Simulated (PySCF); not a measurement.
# TiO₂: breathing scan

These are results of r2SCAN in PySCF with Ti def2-TZVP, O def2-TZVP; no relativity; density-fitted integrals, not measurements.

Rigid scan from the singlet minimum (Ti–O 1.641 Å (×2); O–Ti–O 111.0°). Coordinate: all bonds to the central atom scaled together. Energies in kJ/mol from the minimum.

```
scale of all bonds to the centre  E (kJ/mol)  dipole size (D)
                            0.92       102.6             6.18
                            0.96        22.9             6.49
                            1.00         0.0             6.76
                            1.04        18.5             7.00
                            1.08        66.3             7.21
                            1.14       173.4             7.48
                            1.22       349.2             7.78
                            1.35       647.6             8.17
```

At long bonds a restricted determinant can lie too high, and another spin state can fall below this curve.

Stability towards spin polarisation was not tested.

Other isomers or separated fragments may lie lower.
